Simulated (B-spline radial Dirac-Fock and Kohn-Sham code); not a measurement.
**Form factor and incoherent scattering function of Tb⁴¹⁺**

System: the Tb⁴¹⁺ ion, [Ar] 3d6.

Input of the calculation (task.json; shells as n, l, electrons):

```json
{"items": [{
  "Z": 65,
  "q": 41,
  "cfg": [[1, 0, 2], [2, 0, 2], [2, 1, 6], [3, 0, 2], [3, 1, 6], [3, 2, 6]],
  "A": 159,
  "rrms": 5.06,
  "do": ["scatter"],
  "s": [0.0, 0.09, 0.1, 0.12, 0.14, 0.17, 0.2, 0.23, 0.28, 0.32, 0.38, 0.45, 0.52, 0.61, 0.72, 0.85, 1.0, 1.17, 1.37, 1.61, 1.9, 2.23, 2.62],
  "pz": [0, 0.1, 0.2, 0.3, 0.4, 0.5, 0.6, 0.8, 1.0, 1.2, 1.4, 1.6, 1.8, 2.0, 2.5, 3.0, 4.0, 5.0, 7.0, 10.0, 15.0, 20.0, 30.0, 40.0, 60.0, 100.0],
  "hv_scatter": [2000, 5000, 8047.8, 10000, 17479.3, 20000, 30000, 100000]
}]}
```

Run with: `python xray_run.py task.json out`

Model: configuration-average Dirac-Fock orbitals. Program: a radial B-spline solver. f₀ is the Fourier transform of the spherical electron density, S the Waller-Hartree incoherent function, and s = sin θ/λ. The electron scattering factor follows from the Mott-Bethe formula f_e = 0.023934 Å⁻¹·(Z − f₀)/s².

```
s (Å⁻¹)      f₀       S  f_e (Å)
      0  24.000   0.000        –
   0.09  23.951   0.044  121.293
    0.1  23.939   0.055   98.275
   0.12  23.913   0.079   68.290
   0.14  23.881   0.107   50.211
   0.17  23.825   0.157   34.099
    0.2  23.759   0.217   24.677
   0.23  23.682   0.286   18.694
   0.28  23.530   0.421   12.660
   0.32  23.389   0.547    9.726
   0.38  23.145   0.764    6.937
   0.45  22.813   1.058    4.986
   0.52  22.434   1.391    3.768
   0.61  21.882   1.872    2.773
   0.72  21.123   2.528    2.026
   0.85  20.126   3.375    1.487
      1  18.880   4.417    1.104
   1.17  17.398   5.634    0.832
   1.37  15.640   7.053    0.629
   1.61  13.622   8.663    0.474
    1.9  11.457  10.406    0.355
   2.23   9.464  12.093    0.267
   2.62   7.756  13.721    0.200
```

f₀ starts at the number of electrons, 24, and has fallen to half at s ≈ 1.83 Å⁻¹. The sum of ⟨r²⟩ over the electrons is 0.8243 bohr². For an ion f_e diverges as s goes to zero, because of the net charge.
